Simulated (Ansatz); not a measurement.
A nudged elastic band was laid between two geometries of CH$_{5}$ClSn (8 atoms, charge 0, multiplicity 1).

Level of theory: Ansatz 0.2.0, RKS B3LYP/def2-SVP.

```yaml
movable_images: 7
climbing_image: yes
spring: 5.0 eV/Å²
optimiser: quadratic models (default)
start_path: straight line
force_threshold: 0.03 eV/Å
iteration_limit: 60
end_points: relaxed
```

Initial state:

```xyz
8
Properties=species:S:1:pos:R:3
Sn 0.077 -0.008 0.264
H -0.040 0.026 1.979
Cl 2.407 -0.198 -0.220
H -0.421 1.483 -0.432
C -0.880 -1.733 -0.630
H -1.406 -2.311 0.143
H -1.594 -1.405 -1.398
H -0.105 -2.359 -1.093
```

Final state:

```xyz
8
Properties=species:S:1:pos:R:3
Sn -1.092 0.228 0.271
H 1.353 -0.384 2.631
Cl 1.730 -0.302 1.396
H -0.235 1.245 -0.935
C -0.938 -1.597 -1.009
H -1.259 -2.502 -0.470
H -1.605 -1.452 -1.878
H 0.083 -1.742 -1.393
```

Q: Which bonds break or form, and what moves?

A: Bonds broken: Sn1–H2, Sn1–Cl3. Bonds formed: H2–Cl3. CH5ClSn becomes CH4Sn + ClH.

Q: What energy profile does the band end with?

A: The run converged. The highest image is number 4 of 0 to 8, 44.3 kcal/mol above the first end and 13.7 kcal/mol above the last; the last end lies 30.6 kcal/mol above the first. The order of the stationary point at the top wasn't checked. The orbitals stay closed-shell, which can raise the energy where a bond breaks towards radicals; this wasn't checked here.

| image | path coordinate (Å) | energy (kcal/mol) | Sn1–H2 (Å) | Sn1–Cl3 (Å) | H2–Cl3 (Å) |
| --- | --- | --- | --- | --- | --- |
| 0 | 0.00 | 0.0 | 1.72 | 2.39 | 3.30 |
| 1 | 0.41 | 2.1 | 1.71 | 2.39 | 3.03 |
| 2 | 0.83 | 12.7 | 1.69 | 2.43 | 2.60 |
| 3 | 1.24 | 32.5 | 1.70 | 2.56 | 2.15 |
| 4 | 1.66 | 44.3 | 1.82 | 2.73 | 1.72 |
| 5 | 2.10 | 35.7 | 2.21 | 2.97 | 1.36 |
| 6 | 2.54 | 32.5 | 2.71 | 3.13 | 1.30 |
| 7 | 2.98 | 31.0 | 3.20 | 3.09 | 1.29 |
| 8 | 3.43 | 30.6 | 3.45 | 3.08 | 1.29 |

Q: What is the geometry of the highest image?

A: 
```xyz
8
Properties=species:S:1:pos:R:3
Sn -0.499 0.040 0.451
H 0.726 -0.039 1.794
Cl 2.180 -0.275 0.904
H -0.471 1.405 -0.636
C -0.933 -1.691 -0.815
H -1.432 -2.478 -0.231
H -1.563 -1.394 -1.665
H 0.030 -2.073 -1.188
```

The band took 11 iterations and of the order of 9 core-minutes.

Run time: 4.6 min on 2 threads of Arm Neoverse N1 (shared host), peak memory 0.18 GiB.
